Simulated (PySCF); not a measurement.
(1Z)-1-chloro-2-fluorobuta-1,3-diene (C4H4ClF), SMILES C(=C(/F)C=C)/Cl.

Geometry: B3LYP-D3(BJ)/def2-SVP. Other conformers were not sampled.

Method: TDA-ωB97X/def2-SVPD (PySCF 2.14.0).

Vertical excitations. Gas-phase values at a fixed geometry. State labels are in the subgroup Cs.

| state | symmetry | energy (eV) | λ (nm) | f | main pairs |
|---|---|---|---|---|---|
| S1 | A' | 6.05 | 205 | 1.087 | HOMO→LUMO 95 % |
| S2 | A" | 6.47 | 192 | 0.000 | HOMO→LUMO+1 51 %, HOMO→LUMO+2 26 %, HOMO→LUMO+8 11 % |
| S3 | A" | 7.02 | 177 | 0.001 | HOMO→LUMO+2 51 %, HOMO→LUMO+1 36 % |
| S4 | A" | 7.37 | 168 | 0.000 | HOMO−1→LUMO 85 % |
| S5 | A' | 7.74 | 160 | 0.055 | HOMO−2→LUMO 65 %, HOMO→LUMO+5 29 % |
| S6 | A" | 7.99 | 155 | 0.000 | HOMO−4→LUMO 70 %, HOMO→LUMO+4 12 % |
| S7 | A" | 8.05 | 154 | 0.034 | HOMO→LUMO+3 70 %, HOMO−2→LUMO+1 12 % |
| S8 | A" | 8.14 | 152 | 0.000 | HOMO→LUMO+4 65 %, HOMO−4→LUMO 16 % |
| S9 | A' | 8.27 | 150 | 0.028 | HOMO→LUMO+5 33 %, HOMO−1→LUMO+2 26 %, HOMO−2→LUMO 15 %, HOMO−1→LUMO+1 10 % |
| S10 | A' | 8.31 | 149 | 0.006 | HOMO−1→LUMO+2 35 %, HOMO→LUMO+5 28 %, HOMO−2→LUMO 13 %, HOMO−1→LUMO+1 8 % |
| T1 | A' | 3.13 | 396 | 0 | HOMO→LUMO 90 % |
| T2 | A' | 4.94 | 251 | 0 | HOMO−2→LUMO 57 %, HOMO→LUMO+5 28 % |
| T3 | A" | 5.97 | 208 | 0 | HOMO→LUMO+2 39 %, HOMO→LUMO+1 29 %, HOMO→LUMO+8 15 % |
| T4 | A" | 6.93 | 179 | 0 | HOMO→LUMO+1 55 %, HOMO→LUMO+2 32 % |
Triplets are in the Tamm–Dancoff approximation.
